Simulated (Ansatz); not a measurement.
`ClB(Cl)[Si](Cl)(Cl)Cl`. Total charge 0; spin multiplicity 1.

Z-matrix (Å, degrees):
```
Si
Cl 1 2.039
B 1 2.017 2 108.7
Cl 1 2.038 2 109.0 3 119.1
Cl 1 2.034 2 108.8 3 -122.4
Cl 3 1.731 1 121.2 2 -116.6
Cl 3 1.734 1 118.2 2 62.9
```

Question: What are the harmonic wavenumbers in cm⁻¹ at PBE0-D4/def2-TZVP (Ansatz, finite differences of forces, unscaled)? (Best estimate.)

Answer: Ansatz gave: 4, 79, 82, 148, 153, 175, 226, 267, 378, 435, 526, 599, 606, 935, 971.
